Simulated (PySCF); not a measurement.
A geometry optimisation, step by step.

Species: C8H11FO3.
Atom-mapped SMILES: `[CH3:1][C@@:2]1([O:3][CH:4]=[O:5])[CH2:6][C@:7]2([F:8])[CH2:9][CH2:10][C@H:11]1[O:12]2` (hydrogens: H13, H14, H15 on C1; H16 on C4; H17, H18 on C6; H19, H20 on C9; H21, H22 on C10; H23 on C11)

Method: PBE0-D3(BJ)/def2-SVP geometry optimisation, gas phase (PySCF); density fitting, grid level 1; the optimiser is geomeTRIC in internal coordinates, started from a GFN2-xTB structure with every atom displaced at random (about 0.01 Å). 6 of its 12 geometries are shown. The frame can shift and turn from step to step; on so coarse a grid that alone can change the energy by a few meV, and forces under 0.02 eV/Å are noise.

Step 0: E = -17302.2078 eV, largest atomic force 3.112 eV/Å
```
atom  x, y, z in Å  |  force x, y, z in eV/Å
C1      1.549    1.612   -0.090   -2.860   0.837  -0.897
C2      0.717    0.351    0.071    0.232   0.451  -0.025
O3      1.508   -0.791   -0.267    0.273  -0.206   0.192
C4      1.926   -0.976   -1.516   -1.383   0.947  -0.352
O5      1.609   -0.325   -2.479    0.341  -0.147   0.414
C6      0.183    0.180    1.505   -0.091   0.106  -0.370
C7     -1.320    0.254    1.252   -0.362  -0.067   0.689
F8     -2.020    0.699    2.315    0.012   0.048  -0.047
C9     -1.836   -1.067    0.683   -0.026   0.706  -0.941
C10    -1.295   -0.953   -0.760   -0.081  -0.253  -0.402
C11    -0.628    0.434   -0.710    0.402   0.272  -1.211
O12    -1.429    1.165    0.186   -0.088  -0.113   0.116
H13     2.366    1.632    0.556    1.845  -0.090   1.422
H14     0.882    2.490    0.162    0.587  -0.720  -0.208
H15     1.861    1.726   -1.123    0.236   0.055  -0.400
H16     2.519   -1.873   -1.544    0.864  -0.892  -0.091
H17     0.496   -0.765    1.933    0.152  -0.420   0.212
H18     0.488    0.993    2.167    0.037   0.174   0.072
H19    -2.924   -1.098    0.695   -0.341   0.166   0.114
H20    -1.473   -1.924    1.212    0.403  -0.740   0.546
H21    -2.111   -0.941   -1.514    0.309  -0.048   0.317
H22    -0.586   -1.763   -1.037   -0.348   0.346   0.106
H23    -0.536    0.965   -1.693   -0.110  -0.413   0.742
```

Step 2: E = -17302.3432 eV, largest atomic force 0.999 eV/Å
```
atom  x, y, z in Å  |  force x, y, z in eV/Å
C1      1.374    1.757    0.238    0.214  -0.209   0.152
C2      0.689    0.403    0.179   -0.330  -0.117  -0.118
O3      1.604   -0.672   -0.100    0.363   0.517  -0.040
C4      2.192   -0.767   -1.295   -0.441  -0.896  -0.031
O5      1.945   -0.153   -2.290    0.057   0.480   0.192
C6     -0.031    0.054    1.499   -0.002  -0.003   0.016
C7     -1.494    0.052    1.049   -0.040   0.019  -0.097
F8     -2.366    0.375    2.017   -0.026   0.008   0.069
C9     -1.846   -1.226    0.285    0.018  -0.018   0.067
C10    -1.091   -0.980   -1.033    0.076  -0.011   0.026
C11    -0.535    0.436   -0.793    0.068   0.125  -0.044
O12    -1.514    1.038    0.037    0.001  -0.074   0.073
H13     2.188    1.748    0.983   -0.102  -0.021  -0.067
H14     0.629    2.502    0.550    0.005   0.010  -0.079
H15     1.786    2.044   -0.736    0.025   0.003  -0.111
H16     2.874   -1.646   -1.261    0.199   0.197   0.042
H17     0.306   -0.912    1.896    0.004   0.001   0.002
H18     0.115    0.827    2.265   -0.022   0.000   0.001
H19    -2.936   -1.259    0.150   -0.001   0.011  -0.010
H20    -1.530   -2.134    0.817   -0.017   0.018   0.001
H21    -1.761   -0.984   -1.903    0.002   0.021   0.007
H22    -0.298   -1.715   -1.214   -0.050  -0.001  -0.048
H23    -0.368    1.045   -1.687   -0.004  -0.060  -0.006
```

Step 4: E = -17302.3555 eV, largest atomic force 0.991 eV/Å
```
atom  x, y, z in Å  |  force x, y, z in eV/Å
C1      1.395    1.710    0.209   -0.082   0.117  -0.035
C2      0.674    0.379    0.173   -0.117   0.123   0.089
O3      1.614   -0.673   -0.092   -0.363   0.116  -0.358
C4      2.203   -0.716   -1.283    0.990   0.036   0.028
O5      2.071    0.015   -2.226   -0.536  -0.103   0.324
C6     -0.048    0.047    1.497    0.025  -0.022  -0.034
C7     -1.512    0.052    1.050    0.026  -0.001   0.009
F8     -2.377    0.390    2.022    0.016  -0.002  -0.028
C9     -1.876   -1.229    0.301   -0.004   0.025  -0.032
C10    -1.121   -0.997   -1.024    0.012  -0.018   0.027
C11    -0.548    0.414   -0.797   -0.001  -0.047   0.063
O12    -1.522    1.028    0.032    0.015   0.031  -0.027
H13     2.192    1.687    0.963    0.052   0.011   0.075
H14     0.674    2.493    0.482   -0.003   0.028  -0.004
H15     1.828    1.954   -0.771   -0.012  -0.021   0.045
H16     2.966   -1.519   -1.243   -0.081  -0.263  -0.126
H17     0.285   -0.916    1.904    0.004  -0.009   0.007
H18     0.099    0.827    2.256    0.010   0.017  -0.003
H19    -2.966   -1.246    0.165   -0.007  -0.010  -0.012
H20    -1.574   -2.137    0.838    0.016  -0.016   0.020
H21    -1.800   -0.990   -1.886   -0.010   0.006  -0.002
H22    -0.345   -1.747   -1.217    0.024  -0.018  -0.012
H23    -0.383    1.007   -1.702    0.027   0.020  -0.015
```

Step 7: E = -17302.3947 eV, largest atomic force 0.054 eV/Å
```
atom  x, y, z in Å  |  force x, y, z in eV/Å
C1      1.391    1.734    0.223   -0.002  -0.007  -0.003
C2      0.679    0.395    0.180   -0.015   0.012   0.002
O3      1.621   -0.663   -0.078    0.016  -0.004   0.004
C4      2.186   -0.749   -1.278   -0.053  -0.008  -0.011
O5      1.949   -0.058   -2.228    0.023   0.002   0.000
C6     -0.045    0.060    1.500    0.004  -0.011  -0.001
C7     -1.507    0.053    1.043   -0.002   0.001   0.003
F8     -2.381    0.385    2.009    0.000   0.001   0.000
C9     -1.855   -1.232    0.293   -0.003   0.005  -0.004
C10    -1.095   -0.995   -1.027    0.009  -0.002   0.007
C11    -0.534    0.421   -0.797    0.000   0.000  -0.004
O12    -1.518    1.028    0.024    0.005   0.000   0.001
H13     2.174    1.724    0.995   -0.003   0.005   0.010
H14     0.660    2.514    0.474   -0.004   0.003  -0.011
H15     1.842    1.971   -0.750    0.008  -0.007   0.001
H16     2.915   -1.586   -1.273    0.013   0.005   0.003
H17     0.292   -0.900    1.911    0.002   0.002   0.003
H18     0.092    0.844    2.257   -0.003   0.005  -0.002
H19    -2.944   -1.261    0.148    0.000  -0.005   0.002
H20    -1.547   -2.136    0.835    0.005   0.001   0.004
H21    -1.769   -0.992   -1.893   -0.001   0.005   0.001
H22    -0.312   -1.740   -1.217   -0.001  -0.004  -0.005
H23    -0.365    1.015   -1.700    0.002   0.000   0.000
```

Step 9: E = -17302.3957 eV, largest atomic force 0.037 eV/Å
```
atom  x, y, z in Å  |  force x, y, z in eV/Å
C1      1.392    1.735    0.216    0.002   0.011  -0.004
C2      0.678    0.398    0.182    0.027  -0.005   0.006
O3      1.621   -0.663   -0.067   -0.035  -0.006  -0.008
C4      2.182   -0.761   -1.267    0.033  -0.005  -0.002
O5      1.955   -0.072   -2.221   -0.013  -0.004   0.001
C6     -0.050    0.071    1.501    0.003   0.004   0.003
C7     -1.509    0.058    1.040    0.002  -0.002   0.003
F8     -2.387    0.392    2.000   -0.001   0.001  -0.006
C9     -1.850   -1.233    0.295   -0.004   0.000  -0.002
C10    -1.091   -0.999   -1.025    0.000   0.002  -0.003
C11    -0.532    0.418   -0.800   -0.007  -0.007   0.009
O12    -1.519    1.028    0.015   -0.002   0.005  -0.006
H13     2.155    1.740    1.009   -0.005   0.002  -0.001
H14     0.656    2.522    0.430    0.000   0.000   0.000
H15     1.868    1.950   -0.750    0.000   0.001   0.006
H16     2.906   -1.603   -1.258   -0.003   0.001   0.004
H17     0.289   -0.883    1.923    0.000   0.002   0.002
H18     0.082    0.863    2.251   -0.001   0.002  -0.003
H19    -2.939   -1.269    0.151    0.000  -0.004   0.002
H20    -1.537   -2.131    0.843    0.003   0.003  -0.001
H21    -1.767   -0.995   -1.890   -0.002   0.000   0.001
H22    -0.310   -1.744   -1.218    0.000  -0.002   0.001
H23    -0.360    1.009   -1.705    0.002   0.001  -0.001
```

Step 11: E = -17302.3962 eV, largest atomic force under 0.02 eV/Å
```
atom  x, y, z in Å  |  force x, y, z in eV/Å
C1      1.395    1.736    0.203    0.002   0.001   0.001
C2      0.677    0.400    0.181    0.010  -0.008  -0.003
O3      1.615   -0.668   -0.052   -0.010   0.004   0.006
C4      2.183   -0.782   -1.247    0.011  -0.003   0.001
O5      1.960   -0.106   -2.211    0.000   0.000   0.001
C6     -0.058    0.092    1.502   -0.004   0.006   0.001
C7     -1.514    0.069    1.032    0.000   0.001  -0.002
F8     -2.399    0.410    1.984   -0.001   0.001  -0.001
C9     -1.846   -1.231    0.299   -0.001   0.000   0.001
C10    -1.089   -1.005   -1.024    0.001  -0.002  -0.003
C11    -0.529    0.413   -0.807   -0.004   0.002   0.000
O12    -1.520    1.029   -0.002    0.000  -0.002  -0.001
H13     2.137    1.758    1.016    0.003  -0.003  -0.005
H14     0.655    2.528    0.381    0.001  -0.001   0.004
H15     1.896    1.929   -0.755   -0.005   0.003  -0.003
H16     2.907   -1.624   -1.222   -0.001   0.000   0.001
H17     0.282   -0.855    1.940   -0.001   0.001   0.001
H18     0.068    0.896    2.239   -0.001   0.001  -0.001
H19    -2.935   -1.278    0.155    0.000  -0.001   0.000
H20    -1.526   -2.122    0.855    0.000   0.001   0.000
H21    -1.767   -1.003   -1.887    0.000  -0.001   0.001
H22    -0.310   -1.752   -1.215   -0.001   0.000   0.001
H23    -0.352    0.997   -1.715    0.001  -0.002   0.000
```

**Question.** Summarise the path.

**Answer.** The energy falls by 18.18 kJ/mol from step 0 to step 11; nine tenths of that is first reached at step 5. It rises by more than 0.2 meV at step 4. The largest force goes from 3.112 to under 0.02 eV/Å. Among the bonds C1–H13 changes most, from 1.041 to 1.100 Å; the atoms move by 0.031 Å rms after alignment.

**Question.** Follow the three bonds and two angles with the largest change from start to end.

**Answer.** 
```tsv
step	E above end (kJ/mol)	largest force (eV/Å)	C1–H13 (Å)	C4–H16 (Å)	C1–H14 (Å)	C7–C9–H19 (°)	C2–C1–H13 (°)
0	18.18	3.112	1.041	1.076	1.131	111.0	112.3
1	6.24	1.318	1.118	1.122	1.098	108.4	111.7
2	5.12	0.999	1.104	1.113	1.098	108.3	110.6
3	2.15	0.870	1.097	1.109	1.098	108.2	110.0
4	3.93	0.991	1.098	1.108	1.098	108.1	110.1
5	0.35	0.110	1.101	1.111	1.098	108.1	110.2
6	0.27	0.068	1.100	1.110	1.098	108.2	110.2
7	0.15	0.054	1.100	1.110	1.098	108.2	110.2
8	0.10	under 0.02	1.100	1.111	1.098	108.2	110.3
9	0.05	0.037	1.100	1.111	1.099	108.2	110.3
10	0.02	0.033	1.100	1.111	1.099	108.3	110.4
11	0.00	under 0.02	1.100	1.111	1.099	108.3	110.4
```

The cost below is that of the whole optimisation. On one thread, AMD EPYC 9R45 (x86_64), shared host, this took 3.1 min wall and 0.96 GiB of memory at its peak.
